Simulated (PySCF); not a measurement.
Computed with PBE-D3(BJ)/def2-TZVP // B3LYP-D3(BJ)/def2-SVP (PySCF 2.14.0). Gas-phase values, no solvent. One relaxed conformer stands for a flexible species; it need not be the lowest. Excitations are Tamm–Dancoff values on a coarser integration grid. The basis has no diffuse functions, so Rydberg states are missing or too high.

Reference species (SMILES): `CO[SiH2][SiH2][SiH2]C(F)(F)F` (neutral, multiplicity 1).

```
Item                  Result
-------------------  -------
S1 excitation (TDA)  5.12 eV
T1 excitation (TDA)  4.84 eV
S1–T1 gap (TDA)      0.28 eV
```

After one change: the S1 excitation (TDA) falls by 0.37 eV; the T1 excitation (TDA) drops by 0.51 eV; the S1–T1 gap (TDA) goes up by 0.14 eV.

Question: Which change was made? The new species is one of these.
(A) `CO[SiH2][Si@@H]([SiH3])C(F)(F)F` (C–O–Si–Si torsion -177°, O–Si–Si–Si torsion 25°)
(B) `CO[Si]([SiH3])([SiH3])C(F)(F)F` (C–O–Si–Si torsion 175°)
(C) `CO[Si@@H]([SiH2][SiH3])C(F)(F)F` (C–O–Si–Si torsion -180°, O–Si–Si–Si torsion 65°)
(D) `CO[Si@@H]([SiH3])[SiH2]C(F)(F)F` (C–O–Si–Si torsion 63°, Si–Si–Si–C torsion -44°)

Answer: D, `CO[Si@@H]([SiH3])[SiH2]C(F)(F)F` (C–O–Si–Si torsion 63°, Si–Si–Si–C torsion -44°)
